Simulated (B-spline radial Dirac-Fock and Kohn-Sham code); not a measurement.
**Bi³⁺ 3d5/2: cross section and angular parameters**

System: Bi³⁺, [Xe] 4f14 5d10 6s2; threshold 2615.2 eV (orbital energy of the model). Model: Dirac-Hartree-Slater photoionisation with a Latter tail; cross sections with all multipoles, angular parameters from the dipole term and its interference with E2. Program: a radial B-spline solver.

For linearly polarised light dσ/dΩ = σ/(4π) [1 + β P₂(cos θ) + (δ + γ cos²θ) sin θ cos φ], with θ from the polarisation vector and φ the angle between the beam and the projection of the electron momentum on the plane normal to the polarisation.

```tsv
hν (eV)	σ (kb)	β	γ	δ
2984.4	305	0.682	-0.226	-0.028
3430	210	0.952	-0.253	0.002
4160	122	1.136	-0.081	0.041
4510	96.9	1.177	0.023	0.054
5370	57.7	1.225	0.276	0.079
6000	41.2	1.235	0.448	0.094
7810	17.9	1.215	0.870	0.131
8047.8	?	?	?	?
10700	6.35	1.138	1.365	0.187
11700	4.70	1.110	1.503	0.205
12000	4.31	1.102	1.542	0.211
```

Question: Give the values at Cu Kα (8047.8 eV).

Answer: σ = 16.2 kb, β = 1.210, γ = 0.918, δ = 0.136.

Values without a named source are computed, but for edge energies of neutral atoms, which are taken from tables.
